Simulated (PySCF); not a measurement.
Isomers C$_{11}$H$_{9}$N:

A. `CC#Cc1c(C)cccc1C#N`
B. `C#C/C(C#N)=C/C=C(C=C)C=C`
C. 4-phenylpyridine (c1ccc(-c2ccncc2)cc1)

Spectrum 1. 1H NMR (400 MHz, computed): δ 9.06 (d, 2H), 7.84 (m, 2H), 7.82 (m, 2H), 7.76 (m, 1H), 7.51 (d, 2H). 13C{1H} NMR (computed): δ 156.3 (CH), 155.9 (C), 146.8 (C), 134.7 (CH), 134.3 (CH), 133.7 (CH), 127.2 (CH).

Spectrum 2. 1H NMR (400 MHz, computed): δ 7.66 (d, 1H), 7.01 (m, 1H), 6.88 (m, 1H), 6.82 (d, 1H), 6.30 (m, 1H), 6.09 (m, 1H), 5.99 (m, 1H), 5.98 (m, 1H), 3.08 (s, 1H). 13C{1H} NMR (computed): δ 157.8 (CH), 155.1 (C), 146.3 (CH), 138.7 (CH), 134.7 (CH2), 133.5 (CH2), 133.0 (CH), 120.2 (C), 96.7 (C), 94.1 (CH), 85.3 (C).

Spectrum 3. 1H NMR (400 MHz, computed): δ 7.74 (d, 1H), 7.62 (m, 1H), 7.47 (m, 1H), 2.56 (s, 3H), 2.47 (s, 3H). 13C{1H} NMR (computed): δ 148.0 (C), 137.4 (CH), 137.1 (CH), 133.8 (C), 132.3 (CH), 123.8 (C), 121.3 (C), 112.8 (C), 82.6 (C), 24.6 (CH3), 6.1 (CH3).

PySCF 2.14 calculation with geometry from GFN2-xTB and shielding tensors at PBE0/pcSseg-1 (GIAO); in vacuum, relativity neglected, a single conformation, fast rotation and ring inversion assumed for equivalent nuclei.

Shifts are taken against calculated references (same method and geometry level): TMS for 1H, 13C. Where no couplings were computed, multiplicities follow the n + 1 count of equivalent neighbours, and m marks all less simple cases (inequivalent or close neighbours, rings, F or P nearby). Shifts are as computed. Against solution values, carbons near 30 ppm lie about +3 ppm off and those near 130 ppm about +5 ppm. Of 1211 compounds with measured shifts, 218 miss one by over three times the rms of a fit or turn the order of signals round; such compounds aren't used in these exercises.

**Question.** Match each spectrum to its structure.

**Answer.** 1–C, 2–B, 3–A.

- Spectrum 1 (C): 7 13C signals; δC 156.3 is an aromatic CH next to a ring nitrogen; δC 134.7 is an aromatic CH.
- Spectrum 2 (B): 11 13C signals; δC 157.8 is an alkene CH; δC 155.1 is a fully substituted alkene carbon.
- Spectrum 3 (A): 11 13C signals; δC 137.4 is an aromatic CH; δC 137.1 is an aromatic CH.
